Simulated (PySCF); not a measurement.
# A series of derivatives of ethylidifluoroborane

Parent skeleton `[CH3:1][CH2:2][B:3]([F:4])[F:5]`; one hydrogen on atom 1 is replaced by X. Hydrogens on one atom are averaged.

Theoretical values (PySCF 2.14.0 with density-fitted response routines): coordinates at the PBE0-D3(BJ)/def2-SVP level, GIAO PBE0/pcSseg-1 shieldings. Non-relativistic Hamiltonian, rapidly exchanging positions averaged, one computed conformer, in vacuum.

Chemical shifts δ = σref − σ; ¹³C (184.41 ppm) and ¹H (31.27 ppm) against TMS; ¹¹B (100.73 ppm) vs BF3·OEt2; ¹⁹F (177.25 ppm) against CFCl3, all at this level.

Parent (X = H): C1 8.1, C2 6.6, B3 30.3, F4/F5 -64.9, H(C1) 0.98, H(C2) 0.91 ppm. Effects are Δδ = δ(X) − δ(H), positive for deshielding.

Known members:
```
      X     C1     C2    B3  F4/F5  H(C1)  H(C2)
  CHCl2  +29.9   -1.5  +0.1   +1.2  +0.87  +0.61
NHCOCH3  +26.2  +10.1  -1.0   +1.8  +2.27  +0.16
```

Four more derivatives gave (Δδ, ppm):
| compound | C1 | C2 | B3 | F4/F5 | H(C1) | H(C2) |
| --- | --- | --- | --- | --- | --- | --- |
| 1 | +36.2 | +13.6 | -1.9 | +2.0 | +2.43 | +0.55 |
| 2 | +15.8 | +3.6 | +0.0 | +1.2 | +0.88 | +0.26 |
| 3 | +9.3 | +6.1 | -0.3 | +1.9 | +0.61 | +0.15 |
| 4 | +50.5 | +12.9 | -0.9 | +1.3 | +2.60 | +0.54 |

Their substituents are CH2CF3, CH=NMe, Cl, OSiMe3. Which is which?

## Answers

1: X = Cl (FB(F)CCCl); 2: X = CH=NMe (C/N=C\CCB(F)F); 3: X = CH2CF3 (FB(F)CCCC(F)(F)F); 4: X = OSiMe3 (C[Si](C)(C)OCCB(F)F).

Unscaled 19F shifts against computed CFCl3 carry errors that often reach 10 to 50 ppm.
